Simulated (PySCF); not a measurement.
## Spinor energies of Tl²⁺ (thallium, charge +2)

Start: [Xe] 4f14 5d10 6s1; 6s1/2 filled at m_j = +1/2. Calculated with PySCF 2.14 in x2c-TZVPPall-2c with one added diffuse shell each of s, p, d, f type (12s12p10d4f, 126 functions): generalised Hartree-Fock with the X2C-1e Hamiltonian and a Gaussian nucleus; spin-orbit coupling (SO) screened by Boettger's factors.

```
spinor shell  electrons  ε, screened SO (eV)  weight of nominal j (screened SO)  rms radius, screened SO (bohr)
       1s1/2          2             -85998.2                              1.000                          0.0184
       2s1/2          2             -15478.9                              1.000                          0.0743
       2p1/2          2             -14834.7                              1.000                          0.0628
       2p3/2          4             -12763.9                              1.000                          0.0710
       3s1/2          2              -3778.9                              1.000                           0.189
       3p1/2          2              -3489.4                              1.000                           0.181
       3p3/2          4              -3022.4                              1.000                           0.197
       3d3/2          4              -2550.4                              1.000                           0.173
       3d5/2          6              -2451.1                              1.000                           0.178
       4s1/2          2              -895.49                              1.000                           0.416
       4p1/2          2              -769.69                              1.000                           0.420
       4d3/2          4              -449.10                              1.000                           0.465
       4d5/2          6              -427.02                              1.000                           0.476
       5s1/2          2              -170.40                              1.000                           0.943
       4f5/2          6              -158.98                              1.000                           0.509
       4f7/2          8              -154.42                              1.000                           0.511
       5p1/2          2              -126.17                              1.000                            1.02
       5p3/2          4              -105.26                              1.000                            1.11
       5d3/2          4              -42.067                              0.995                            1.42
       5d5/2          6              -39.518                              0.997                            1.48
       6s1/2          1              -28.509                              1.000                            2.48
```

Where does 4p3/2 lie, and what is the 4p spin-orbit splitting (screened SO)?

At -654.59 eV, 115.10 eV above 4p1/2.

| quantity | screened SO |
| --- | --- |
| E (hartree) | -20264.25576 |
| M_J | 1/2 |
| ⟨J²⟩ | 0.751 |
| ⟨L²⟩ | 0.191 |
| ⟨S²⟩ | 0.943 |

Each row is a mean over spinors that exchange with the open shell spreads, by up to 0.415 eV (5d5/2).

Breit and QED terms are absent; they matter most for the inner s and p1/2 levels.

Densities and radii are taken from the X2C orbitals without a picture-change correction, which distorts them close to the nucleus.
